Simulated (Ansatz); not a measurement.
A nudged elastic band was laid between two geometries of BFH$_{7}$NSi (11 atoms, charge 0, multiplicity 1).

These are results of RKS PBE-D4/6-31G* (Ansatz 0.2.0), not measurements.

```
movable images  : 9
climbing image  : yes
spring          : 5.0 eV/Å²
optimiser       : quadratic models (default)
start path      : through a guess of the saddle point
force threshold : 0.05 eV/Å
iteration limit : 60
end points      : relaxed
```

Image 0:

```xyz
11
Properties=species:S:1:pos:R:3
B 0.151 -0.314 0.062
F 0.199 0.788 0.927
H 1.247 -0.673 -0.371
H -0.750 -0.286 -0.766
N -0.293 -1.586 1.101
H -0.669 -2.363 0.542
Si 1.185 -2.076 2.055
H 1.952 -2.993 1.164
H 1.927 -0.841 2.415
H 0.746 -2.811 3.288
H -1.062 -1.236 1.689
```

Image 10:

```xyz
11
Properties=species:S:1:pos:R:3
B 0.197 -0.772 -0.373
F -0.566 0.417 2.403
H 1.172 -0.067 -0.343
H -0.635 -0.695 -1.242
N 0.011 -1.715 0.677
H -0.790 -2.349 0.590
Si 1.234 -2.139 1.916
H 1.916 -3.417 1.524
H 2.212 -1.018 1.970
H 0.552 -2.354 3.229
H -0.671 -0.282 1.758
```

(1) Which bonds break or form, and what moves?

(2) Give the energies along the band, and the barrier.

(3) What is the geometry of the highest image?

(4) What are the harmonic wavenumbers there?

Answers

(1) Bonds broken: B1–F2, N5–H11. Bonds formed: F2–H11. BFH7NSi becomes BH6NSi + FH.

(2) The run converged. The highest image is number 6 of 0 to 10, 112.7 kJ/mol above the first end and 18.1 kJ/mol above the last; the last end lies 94.6 kJ/mol above the first. A vibrational analysis at the climbing image gives one clearly imaginary mode, 370i cm⁻¹: a first-order saddle point. The orbitals stay closed-shell, which can raise the energy where a bond breaks towards radicals; this wasn't checked here.

| image | path coordinate (Å) | energy (kJ/mol) | B1–F2 (Å) | N5–H11 (Å) | F2–H11 (Å) |
| --- | --- | --- | --- | --- | --- |
| 0 | 0.00 | 0.0 | 1.40 | 1.03 | 2.50 |
| 1 | 0.43 | 0.7 | 1.40 | 1.03 | 2.41 |
| 2 | 0.86 | 2.1 | 1.40 | 1.03 | 2.34 |
| 3 | 1.29 | 3.7 | 1.40 | 1.03 | 2.25 |
| 4 | 1.73 | 12.6 | 1.42 | 1.04 | 1.94 |
| 5 | 2.16 | 62.5 | 1.55 | 1.14 | 1.44 |
| 6 | 2.59 | 112.7 | 1.82 | 1.52 | 1.05 |
| 7 | 3.14 | 102.3 | 2.40 | 1.88 | 0.96 |
| 8 | 3.69 | 99.4 | 2.68 | 1.92 | 0.96 |
| 9 | 4.24 | 96.5 | 2.89 | 1.91 | 0.96 |
| 10 | 4.79 | 94.6 | 3.11 | 1.92 | 0.96 |

(3) 
```xyz
11
Properties=species:S:1:pos:R:3:forces:R:3
B 0.133 -0.598 -0.051 0.01 -0.01 -0.01
F -0.648 0.688 0.966 0.00 0.00 0.00
H 1.264 -0.200 -0.167 0.00 0.00 0.00
H -0.594 -0.692 -1.006 0.00 0.00 0.01
N -0.109 -1.583 1.079 -0.01 0.01 -0.01
H -0.898 -2.220 0.928 0.00 0.00 0.01
Si 1.248 -2.256 2.006 0.00 -0.01 0.01
H 2.076 -3.220 1.207 0.00 0.01 0.00
H 2.099 -1.110 2.449 0.00 0.00 0.00
H 0.697 -2.983 3.197 0.00 0.00 0.00
H -0.634 -0.218 1.501 0.01 -0.01 0.00
```

(4) 370i, 105, 118, 219, 435, 574, 625, 678, 707, 773, 887, 906, 932, 945, 959, 1011, 1038, 1117, 1217, 1262, 2182, 2191, 2225, 2264, 2550, 2641, 3462 cm⁻¹.

The run took 7.6 min on 1 thread of Arm Neoverse V1, on a shared host, peak memory 0.12 GiB.
